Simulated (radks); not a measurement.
Results of a calculation; reference values are marked as such.
Neutral caesium, 55 electrons, occupied as [Kr] 4d10 5s2 5p5.5 6s1 6p0.5 (fractional occupations, a model configuration).

Code: a radial shooting solver on a logarithmic mesh with Libxc functionals. Model: scalar-relativistic Kohn-Sham, PBEsol, spin-polarised, spherical densities, point nucleus; open shells are filled with parallel spins first (spin-orbit coupling, left out, can overturn this in heavy ions).

Energy parts (Ry):
| part | energy |
|---|---|
| total | -15567.1302 |
| kinetic | 16401.0802 |
| electron-nucleus | -37667.5569 |
| Hartree | 6076.7989 |
| exchange-correlation | -377.4523 |

Orbitals (lengths in bohr, moments of r in powers of bohr):
orbital  occ.  eigenvalue (Ry)      <r^2>   <1/r>      <r^4>
1s up       1        -2630.225  0.0009256   59.38  2.248e-06
1s down     1        -2630.223  0.0009256   59.38  2.248e-06
2s up       1        -412.7846    0.01484   13.64  0.0003781
2s down     1        -412.7834    0.01484   13.64  0.0003781
2p up       3        -370.3621    0.01178   13.00  0.0002745
2p down     3        -370.3603    0.01178   13.00  0.0002745
3s up       1        -85.97266     0.1023   4.914    0.01587
3s down     1        -85.97067     0.1023   4.914    0.01587
3p up       3        -72.32296     0.1024   4.666    0.01662
3p down     3        -72.32077     0.1024   4.666    0.01662
3d up       5        -52.27639    0.08845   4.422    0.01419
3d down     5        -52.27430    0.08845   4.422    0.01419
4s up       1        -16.38712     0.5450   2.018     0.4348
4s down     1        -16.38286     0.5450   2.018     0.4346
4p up       3        -12.02165     0.6226   1.855     0.5853
4p down     3        -12.01713     0.6223   1.855     0.5845
4d up       5         -5.66940     0.8157   1.584      1.111
4d down     5         -5.66297     0.8143   1.585      1.105
5s up       1         -2.16644      3.354  0.7612      16.83
5s down     1         -2.13624      3.344  0.7626      16.71
5p up       3         -1.17549      4.782  0.6342      36.25
5p down   2.5         -1.14221      4.751  0.6359      35.64
6s up       1         -0.23540      29.60  0.2428       1334
6p up     0.5         -0.10602      51.29  0.1834       4150

The highest occupied level is 6p up at -1.443 eV. Summed over all electrons, <r^2> = 102.9 bohr^2, which gives a Langevin (diamagnetic) susceptibility term of -81.5 x 10^-6 cm^3/mol. Spin moment in Bohr magnetons: 2. The density falls to 0.001 e/bohr^3 at r = 5.21 bohr.
